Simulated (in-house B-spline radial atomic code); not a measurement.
A fraction x of an electron is added to 4p in neutral bromine, starting from [Ar] 3d10 4s2 4p5 and keeping the highest spin. All numbers are computed (scalar-relativistic (X2C) PBE, spin-polarised, spherical fractional occupations; Fermi nucleus of rms radius 4.1629 fm) with an all-electron radial atomic-structure program (B-spline basis), not measured.

```
  x  E(x) - E(0) (eV)  4p down level (eV)
  0            0.0000              -7.451
0.1           -0.7033              -6.617
0.2           -1.3239              -5.797
0.3           -1.8633              -4.992
0.4                 ?                   ?
0.5                 ?                   ?
0.6           -3.0098              -2.678
0.7           -3.2407              -1.944
0.8           -3.3993              -1.233
```

(1) What belongs in the row x = 0.4?

(2) What belongs in the row x = 0.5?

(3) Check Janak's theorem between x = 0.1 and 0.2.

(4) Up to what added charge does this functional bind the extra electron?

## Answers

(1) An energy change of -2.3229 eV; 4p down at -4.203 eV.

(2) An energy change of -2.7045 eV; 4p down at -3.431 eV.

(3) The slope of the energy is -6.21 eV; the orbital levels give -6.21 eV (ε of the filling orbital, averaged over the two points).

(4) The highest level rises by about 7.1 eV per electron near x = 0.8 and would reach zero near x = 0.97, so the anion should be bound or nearly so.
